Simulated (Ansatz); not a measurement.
Geometry optimisation, RKS PBE0/def2-SVP in Ansatz.

Input:

```yaml
crystal:
  periodic: [false, false, false]
  atoms:
    - { symbol: B, position_ang: [-0.34957, 1.8463, -1.63539] }
    - { symbol: B, position_ang: [-0.0103, 0.87201, -0.56785] }
    - { symbol: Si, position_ang: [0.48536, -0.46788, 0.73004] }
    - { symbol: O, position_ang: [-0.33015, -1.89661, 0.58672] }
    - { symbol: H, position_ang: [-0.58841, 1.82509, -0.21242] }
    - { symbol: H, position_ang: [0.24097, 0.0553, 2.10257] }
    - { symbol: H, position_ang: [1.84514, -1.02705, 0.72014] }
    - { symbol: H, position_ang: [-1.28186, -1.916, 0.5955] }
basis:
  gaussian: { orbitals: def2-SVP }
hamiltonian:
  xc: pbe0
relax:
  f_tol: 0.02
  max_steps: 50
output:
  orbitals: {}
```

Command:

```bash
$ ansatz run input.yaml --threads 1 --pin off --max-ram 2048MiB --backend cpu --events-out ev --progress --plain --runs-dir out
```

Task: Where does it end, and by what steps?

Result: It did not converge within its limit. The force dipped under the threshold on the way, but the program's further checks kept it going. After 49 steps the energy has fallen by 4.922 eV; B1 moved furthest, 2.45 Å. Parted: Si3–O4. Joined: B1–O4.

```tsv
step	energy less start (eV)	largest force component (eV/Å)	accepted
0	0.0000	3.086	yes
2	-0.6533	0.744	yes
4	-0.7359	0.193	yes
6	-0.7698	0.207	yes
8	-0.8034	0.431	yes
10	-0.8586	0.218	yes
12	-0.9175	1.591	yes
14	-0.9964	0.217	yes
16	-1.0017	0.592	no
18	-1.0172	0.254	yes
20	-1.0236	0.042	yes
22	-1.0249	0.041	yes
24	-1.0265	0.143	yes
26	-1.0381	0.146	yes
28	-1.1686	0.524	yes
30	-1.7088	1.652	yes
32	-2.8320	1.867	yes
34	-3.1057	1.120	yes
36	-3.3046	0.430	yes
38	-3.6653	1.546	yes
40	-4.3950	0.494	yes
42	-4.7936	0.265	yes
44	-4.9008	0.127	yes
46	-4.9022	0.830	no
48	-4.9220	0.043	yes
49	-4.9125	0.758	no
```

```xyz
8
Properties=species:S:1:pos:R:3
B -0.711 -0.324 -0.554
B 0.211 0.899 -0.267
Si 1.027 0.135 1.224
O -1.419 -1.415 -0.673
H 0.478 1.915 -0.848
H 0.571 -1.170 1.797
H 2.194 0.629 2.021
H -2.339 -1.378 -0.380
```

Run time: 2.1 min on 1 thread of Arm Neoverse V2 (shared host), peak memory 0.15 GiB.
